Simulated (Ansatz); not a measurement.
ClH5OSi2 (`O[SiH2][SiH2]Cl`). The species carries charge 0 and has multiplicity 1. The geometry is a stationary point of PBE0-D4/def2-TZVP. It is one conformer, not always the lowest.

```xyz
9

O    -1.832    0.801   -0.196
Si   -0.754    0.068    0.814
Si    1.293   -0.155   -0.316
Cl    0.750   -0.769   -2.226
H    -1.851    0.488   -1.103
H    -0.642    0.928    2.017
H    -1.206   -1.290    1.228
H     2.046    1.116   -0.467
H     2.197   -1.188    0.249
```

**Question.** What is the dipole moment at ωB97M-V/def2-TZVPP? (An estimate is asked.)

**Answer.** Ansatz gave: 0.74 D, with components (0.46, -0.25, 0.52) D in this frame, pointing from negative to positive charge.

**Question.** And with PBE, r2SCAN, B3LYP? (Best estimate.)

**Answer.** Ansatz gave: PBE 0.59 D, r2SCAN 0.65 D, B3LYP 0.76 D.

**Question.** Give the Mulliken charges with ωB97M-V, PBE, r2SCAN in def2-TZVPP. (Estimate.)

**Answer.** The calculation gave: 
| atom | ωB97M-V | PBE | r2SCAN |
| --- | --- | --- | --- |
| O1 | -0.38 | -0.35 | -0.41 |
| Si2 | 0.33 | 0.36 | 0.44 |
| Si3 | 0.21 | 0.26 | 0.34 |
| Cl4 | -0.24 | -0.24 | -0.28 |
| H5 | 0.18 | 0.19 | 0.21 |
| H6 | -0.03 | -0.06 | -0.08 |
| H7 | -0.04 | -0.07 | -0.09 |
| H8 | -0.01 | -0.04 | -0.06 |
| H9 | -0.02 | -0.05 | -0.07 |

B3LYP here is the variant with VWN-RPA as its local correlation; programs differ in this.
